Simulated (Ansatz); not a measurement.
`C[CH2][Ga]([OH])[F]` → `[OH][GaH][F]` + `C=C` at 400 K and 1 bar (β-hydride elimination).

Calculated with Ansatz (gas phase, PBE0-D4/def2-TZVP geometries, no zero-point term in ΔE). CCSD(T)/CBS is the MP2 limit (def2-TZVPP, def2-QZVPP) plus CCSD(T) − MP2 in def2-TZVPP, frozen cores. This one scheme is used for every species. For Ga outer-core shells are correlated without core-valence functions, which leaves a few kJ/mol of doubt a bond. Scalar relativity is left out up to krypton. Each species was taken in one conformer, which may not be the lowest.

```json
{"species": "`C[CH2][Ga]([OH])[F]`", "CCSD(T)/CBS energy (Eh)": "-2178.71042", "H − E (kJ/mol)": "247.2", "S (J/(mol·K))": "405.2"}
{"species": "`[OH][GaH][F]`", "CCSD(T)/CBS energy (Eh)": "-2100.17635", "H − E (kJ/mol)": "80.2", "S (J/(mol·K))": "309.5"}
{"species": "`C=C`", "CCSD(T)/CBS energy (Eh)": "-78.48111", "H − E (kJ/mol)": "149.4", "S (J/(mol·K))": "232.7"}
```

H − E and S are ideal-gas, rigid-rotor, harmonic terms from PBE0-D4/def2-TZVP, for one conformer and one mirror image of each species. 1 Eh = 2625.50 kJ/mol, R = 8.31446 J/(mol·K).

Task: By hand: ΔE, ΔH, ΔS and ΔG.

Result: ΔE = (-2100.17635) + (-78.48111) − (-2178.71042) = 0.05296 Eh = 139.0 kJ/mol. Δ(H − E) = 80.2 + 149.4 − 247.2 = -17.6, so ΔH = 121.4 kJ/mol. ΔS = 309.5 + 232.7 − 405.2 = 137.0 J/(mol·K). ΔG = 121.4 − 400 × (137.0)/1000 = 66.6 kJ/mol.

Task: By hand: the equilibrium constant, and the temperature at which ΔG would vanish if ΔH and ΔS stayed fixed.

Result: log₁₀ K = −ΔG/(RT ln 10) = -8.7. ΔG = 0 at ΔH/ΔS = 886 K.

The number of gas molecules changes by +1, which sets the sign of ΔS. A doubt of 5 kJ/mol in ΔE shifts log₁₀ K by 0.7 here. Other conformers and mirror images would add mixing entropy, several J/(mol·K) or more a flexible species. Modes under 60 cm⁻¹, often nearly free rotors, make the harmonic entropy too high. These are equilibria of isolated gas molecules and say nothing of rates. Largest T1 diagnostic: 0.015 (customary marks: 0.02 for closed shells, 0.045 for open ones).
